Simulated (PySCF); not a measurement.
A structure optimised at B3LYP-D3(BJ)/def2-SVP, used in a PySCF frequency run:

```xyz
11

Si     1.8015     0.0677     0.3523
O      0.5091    -0.0725    -0.6776
Si    -1.1618    -0.0855    -0.6219
N     -1.8130     0.0783     0.9639
H      1.8020    -1.0304     1.3649
H      3.0527    -0.0099    -0.4485
H      1.7689     1.3722     1.0792
H     -1.6393     1.0629    -1.4339
H     -1.6094    -1.3913    -1.1701
H     -1.8678     0.9741     1.4368
H     -1.8435    -0.6952     1.6196
```

Question: Write its SMILES and formula.

Answer: N[SiH2]O[SiH3], H7NOSi2

Question: What are its rotational constants (standard atomic weights)?

Answer: 9.4639, 2.3457, 1.9900 GHz
